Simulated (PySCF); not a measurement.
A geometry optimisation on `[F][Sn][F]`.

Computed with PBE0-D3(BJ)/def2-SVP geometry optimisation, gas phase, def2 core potentials past Kr (PySCF 2.14.0). Start geometry: GFN2-xTB. A driver script takes a list of jobs; this job's settings line and coordinates (Å) are shown.

Input:
```
{"job": {"xc": "PBE0", "basis": "def2-SVP", "d3": "d3bj", "grid": 1, "maxiter": 30, "shake": 0.03, "kind": "geom"}, "charge": 0, "multiplicity": 1}
Sn     0.066520    -0.084230    -0.852610
F      1.601280    -0.034810     0.436590
F     -1.684210     0.021830     0.396130
```

Output:
```
step   0  E = -413.69794610  max force = 0.047172
step   1  E = -413.71192787  max force = 0.010912
step   2  E = -413.71273611  max force = 0.010730
step   3  E = -413.71309521  max force = 0.001450
step   4  E = -413.71311027  max force = 0.000397
step   5  E = -413.71311506  max force = 0.000285
optimisation converged
```

Energies in Eh; «max force» is the largest Cartesian gradient component in Eh/bohr.

Give the first gradient maximum in eV/Å.

With 1 Eh/bohr = 51.422 eV/Å, 2.426 eV/Å.

How much energy does the optimisation release, in eV?

E(step 0) − E(last step) = 0.015169 Eh, which is 0.413 eV.

In short: final energy -413.71312 Eh after 5 steps; dipole 3.64 D.

Give the final coordinates.

0.167 Å rms from the input after alignment:
```
atom  x, y, z in Å
Sn1    0.0186   -0.0803   -0.8778
F2     1.4272   -0.0449    0.4709
F3    -1.4622    0.0280    0.3871
```

On Arm Neoverse V2, one thread, shared host, this took 5.5 s and 0.24 GiB of memory at its peak.
Labels such as C1 count atoms from 1, the log's own numbers from 0.
